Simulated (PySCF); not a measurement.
`InChI=1S/C5H11NOSi/c1-3(7)4-2-5(4)8-6/h4-5H,2,6,8H2,1H3/t4-,5+/m0/s1`

Cartesian coordinates in Å; atom numbers follow the order of the lines, from 1:
```xyz
19

C     2.860   -0.002    0.725
C     1.916    0.059   -0.454
O     2.277    0.398   -1.559
C     0.520   -0.318   -0.145
C    -0.311   -0.921   -1.249
C    -0.585    0.476   -0.822
Si   -2.116    0.970    0.155
N    -2.448   -0.323    1.247
H     2.907   -1.023    1.100
H     2.489    0.637    1.523
H     3.853    0.321    0.426
H     0.336   -0.658    0.865
H     0.188   -1.073   -2.195
H    -1.001   -1.707   -0.980
H    -0.211    1.230   -1.505
H    -3.178    1.281   -0.816
H    -1.839    2.120    1.016
H    -2.494   -1.265    0.891
H    -3.174   -0.192    1.933
```

Computed with TDDFT B3LYP/def2-SVPD circular dichroism and optical rotation, one conformer, gas phase in PySCF 2.14.0. Geometry: GFN2-xTB.

The molecule is flexible and this is one conformer; a measurement averages over conformers. States above about 7.0 eV (minus the energy of the highest occupied orbital) lie near or above the ionisation threshold and depend on the basis. Singlets 8 and 9 lie within 0.01 eV of each other, so their separate moments and overlaps can depend on how they mix.

Q: Draw the ECD and absorption spectra from the lowest 16 states, each a Gaussian of half-width 0.2 eV at 1/e height.

A: 
| E (eV) | λ (nm) | Δε (L mol⁻¹ cm⁻¹) | ε (L mol⁻¹ cm⁻¹) |
| --- | --- | --- | --- |
| 3.99 | 311 | -0.01 | 0.0547 |
| 4.14 | 299 | -0.18 | 1.33 |
| 4.29 | 289 | -1.43 | 10.4 |
| 4.44 | 279 | -3.65 | 26.6 |
| 4.59 | 270 | -3.03 | 22.1 |
| 4.74 | 261 | -0.82 | 5.94 |
| 4.89 | 253 | -0.07 | 0.519 |
| 5.04 | 246 | 0.00 | 0 |
| 5.19 | 239 | 0.00 | 0 |
| 5.34 | 232 | 0.00 | 0.109 |
| 5.49 | 226 | +0.05 | 5.64 |
| 5.64 | 220 | +0.88 | 94.7 |
| 5.79 | 214 | +4.67 | 531 |
| 5.94 | 209 | +5.86 | 1200 |
| 6.09 | 204 | -10.56 | 2130 |
| 6.24 | 199 | -29.11 | 3310 |
| 6.39 | 194 | -17.42 | 5190 |
| 6.54 | 190 | +2.28 | 11600 |
| 6.69 | 185 | -3.37 | 14400 |
| 6.84 | 181 | -23.91 | 11400 |
| 6.99 | 177 | -18.89 | 6930 |
| 7.14 | 174 | -6.82 | 4730 |
| 7.29 | 170 | -8.51 | 5970 |
| 7.44 | 167 | -18.80 | 6410 |

Δε uses R in velocity form, ε uses f in length form. Only the states computed contribute, so the short-wavelength end is incomplete.
